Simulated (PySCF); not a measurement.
trans-ethylamine (C₂H₇N), singlet, geometry from GFN2-xTB; DF-MP2/cc-pVDZ (PySCF).

Input for PySCF:
```python
from pyscf import gto, scf, mp

mol = gto.Mole()
mol.atom = '''
    C     1.21347580   -0.33489211   -0.00053948
    C    -0.01511352    0.57959694   -0.00065065
    N    -1.29044637   -0.11469946    0.00111158
    H     2.12582993    0.25587901   -0.00190763
    H     1.21478843   -0.97056086    0.88382899
    H     1.21344556   -0.97257980   -0.88345425
    H     0.00625613    1.22117055   -0.88594093
    H     0.00760037    1.22319154    0.88313798
    H    -1.36186295   -0.71028181    0.82013011
    H    -1.36310650   -0.71215141   -0.81643455
'''
mol.basis = 'cc-pvdz'
mol.verbose = 4
mol.build()

mf = scf.RHF(mol)
mf = mf.density_fit(auxbasis='def2-universal-jkfit')
mf.kernel()

pt = mp.MP2(mf)
pt.kernel()
print('E(MP2) = %.10f' % pt.e_tot)
```

What the program printed (banner, timings and long lists left out):

```
PySCF version 2.14.0

[INPUT] verbose = 4
[INPUT] num. atoms = 10
[INPUT] num. electrons = 26
[INPUT] charge = 0
[INPUT] spin (= nelec alpha-beta = 2S) = 0
[INPUT] symmetry False subgroup None
[INPUT] Mole.unit = angstrom
[INPUT] Symbol           X                Y                Z      unit          X                Y                Z       unit  Magmom
[INPUT]  1 C      1.213475800000  -0.334892110000  -0.000539480000 AA    2.293136920787  -0.632854369178  -0.001019469450 Bohr   0.0
[INPUT]  2 C     -0.015113520000   0.579596940000  -0.000650650000 AA   -0.028560413578   1.095279479236  -0.001229550303 Bohr   0.0
[INPUT]  3 N     -1.290446370000  -0.114699460000   0.001111580000 AA   -2.438590217739  -0.216750566036   0.002100581766 Bohr   0.0
[INPUT]  4 H      2.125829930000   0.255879010000  -0.001907630000 AA    4.017236355103   0.483541249925  -0.003604898247 Bohr   0.0
[INPUT]  5 H      1.214788430000  -0.970560860000   0.883828990000 AA    2.295617431990  -1.834094212622   1.670194732051 Bohr   0.0
[INPUT]  6 H      1.213445560000  -0.972579800000  -0.883454250000 AA    2.293079775469  -1.837909456284  -1.669486576083 Bohr   0.0
[INPUT]  7 H      0.006256130000   1.221170550000  -0.885940930000 AA    0.011822372300   2.307677890884  -1.674185720242 Bohr   0.0
[INPUT]  8 H      0.007600370000   1.223191540000   0.883137980000 AA    0.014362617745   2.311497008485   1.668888912402 Bohr   0.0
[INPUT]  9 H     -1.361862950000  -0.710281810000   0.820130110000 AA   -2.573547994692  -1.342238092160   1.549821294409 Bohr   0.0
[INPUT] 10 H     -1.363106500000  -0.712151410000  -0.816434550000 AA   -2.575897963614  -1.345771124123  -1.542837698133 Bohr   0.0

nuclear repulsion = 83.1070296272382
number of shells = 36
number of NR pGTOs = 127
number of NR cGTOs = 77
basis = cc-pvdz
ecp = {}

******** <class 'pyscf.df.df_jk.DFRHF'> ********
method = DFRHF
initial guess = minao
damping factor = 0
level_shift factor = 0
DIIS = <class 'pyscf.scf.diis.CDIIS'>
diis_start_cycle = 1
diis_space = 8
diis_damp = 0
SCF conv_tol = 1e-09
SCF conv_tol_grad = None
SCF max_cycles = 50
direct_scf = False
Set gradient conv threshold to 3.16228e-05
Initial guess from minao.
******** <class 'pyscf.df.df.DF'> ********
auxbasis = def2-universal-jkfit
init E= -134.54878932377
  HOMO = -0.264160933818235  LUMO = 0.119815925393915  gap/eV = 10.44854
cycle= 1 E= -134.228843448363  delta_E= 0.32  |g|= 0.319  |ddm|= 2.56
  HOMO = -0.368756757988917  LUMO = 0.172291004938395  gap/eV = 14.72266
cycle= 2 E= -134.25905907906  delta_E= -0.0302  |g|= 0.0987  |ddm|= 0.296
  HOMO = -0.381963220435904  LUMO = 0.180468038601818  gap/eV = 15.30453
cycle= 3 E= -134.261600767336  delta_E= -0.00254  |g|= 0.0385  |ddm|= 0.0933
  HOMO = -0.378019589643828  LUMO = 0.181101837209017  gap/eV = 15.21447
cycle= 4 E= -134.262021926721  delta_E= -0.000421  |g|= 0.00553  |ddm|= 0.0346
  HOMO = -0.379647606283337  LUMO = 0.180814508652192  gap/eV = 15.25095
cycle= 5 E= -134.262035609931  delta_E= -1.37e-05  |g|= 0.0017  |ddm|= 0.00945
  HOMO = -0.379456821589496  LUMO = 0.180864082299534  gap/eV = 15.24711
cycle= 6 E= -134.262037281286  delta_E= -1.67e-06  |g|= 0.000619  |ddm|= 0.00333
  HOMO = -0.379690486465687  LUMO = 0.180829103066169  gap/eV = 15.25251
cycle= 7 E= -134.262037564402  delta_E= -2.83e-07  |g|= 0.000184  |ddm|= 0.00163
  HOMO = -0.379686840243977  LUMO = 0.180826834447472  gap/eV = 15.25235
cycle= 8 E= -134.262037595392  delta_E= -3.1e-08  |g|= 3.48e-05  |ddm|= 0.000635
  HOMO = -0.379687990738351  LUMO = 0.180825904255625  gap/eV = 15.25236
cycle= 9 E= -134.262037596475  delta_E= -1.08e-09  |g|= 9.63e-06  |ddm|= 0.000115
  HOMO = -0.379686362003573  LUMO = 0.180826207708906  gap/eV = 15.25232
cycle= 10 E= -134.26203759655  delta_E= -7.5e-11  |g|= 2.63e-06  |ddm|= 3.12e-05
  HOMO = -0.379686591198291  LUMO = 0.180826026050455  gap/eV = 15.25233
Extra cycle  E= -134.262037596554  delta_E= -4.55e-12  |g|= 1.16e-06  |ddm|= 4.61e-06
converged SCF energy = -134.262037596554

******** <class 'pyscf.mp.dfmp2.DFRMP2'> ********
nocc = 13, nmo = 77
E(DFRMP2) = -134.738004990385  E_corr = -0.475967393831014
E(SCS-DFRMP2) = -134.738081947747  E_corr = -0.476044351192525
E_corr(same-spin) = -0.109749832390029
E_corr(oppo-spin) = -0.366217561440985
E(MP2) = -134.7380049904
```
